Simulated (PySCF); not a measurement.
## Calculated properties of `[SiH2]1CC=C(C1)F`

Compound: C4H7FSi.
Geometry (PBE0-D3(BJ)/def2-SVP, Å), atoms numbered from 1 in this order:
```
atom  x, y, z in Å
F1    -2.0253   -1.0299    1.9694
C2    -1.1293   -0.5550    1.1015
C3    -0.4954   -1.3517    0.2324
C4     0.5002   -0.7261   -0.7050
Si5    0.4206    1.1170   -0.2281
C6    -0.8683    0.9149    1.1577
H7    -0.7067   -2.4250    0.2174
H8     1.5103   -1.1508   -0.5733
H9     0.2327   -0.8947   -1.7624
H10    1.7186    1.6620    0.2717
H11   -0.0650    1.9929   -1.3365
H12   -1.7952    1.4880    0.9877
H13   -0.4930    1.2078    2.1529
```

Structural features include: C=C double bond, C–F bond, Si–H bond and C–Si bond.

From PBE0-D3(BJ)/def2-SVP geometry optimisation, gas phase (PySCF):

| Item | Value |
| --- | --- |
| Point group | Cs |
| Rotational constants A, B, C | 5.542, 2.253, 1.666 GHz |

**CAM-B3LYP/def2-SVPD ground state and vertical TDDFT (core frozen in the response) (PySCF)**

| Item | Value |
| --- | --- |
| Dipole moment | 1.47 D |
| HOMO energy | -8.34 eV |
| LUMO energy | 1.12 eV |
| HOMO–LUMO gap | 9.46 eV |
| Lowest singlet excitation | 6.47 eV (192 nm, f = 0.003) |
| Strongest line among the 6 lowest singlet transitions | S3 at 6.98 eV (178 nm, f = 0.194) |
| Static isotropic polarisability | 71.2 au |
| Electronic spatial extent ⟨r²⟩ about the centre of nuclear charge | 718 bohr² |

Monoisotopic mass from the formula: 102.0301 u.

The principal polarisabilities are 57.3, 76.5 and 79.8 au; their mean is the isotropic value. The polarisability is 10.56 Å³ as a volume (1 au = 0.148185 Å³), or 1.32 au for each of the 54 electrons. The dipole equals about 4.9 × 10⁻³⁰ C·m (1 D = 3.33564 × 10⁻³⁰ C·m). No computed singlet falls in the visible range (750 to 380 nm, 1.65 to 3.26 eV); S1 lies 3.21 eV above its blue end. In wavenumbers S1 is 52200 cm⁻¹ (1 eV = 8065.54 cm⁻¹). The rotational constants make it an asymmetric top with κ = (2B − A − C)/(A − C) = -0.70, nearer the prolate limit (−1). With B = h/(8π²I), that is 505.379 GHz u Å² over I, the principal moments of inertia are 91.2, 224.3 and 303.3 u Å² (most abundant isotopes).

For the TDDFT job (CAM-B3LYP/def2-SVPD), the run took about 40 s of CPU time (one thread, shared machine).
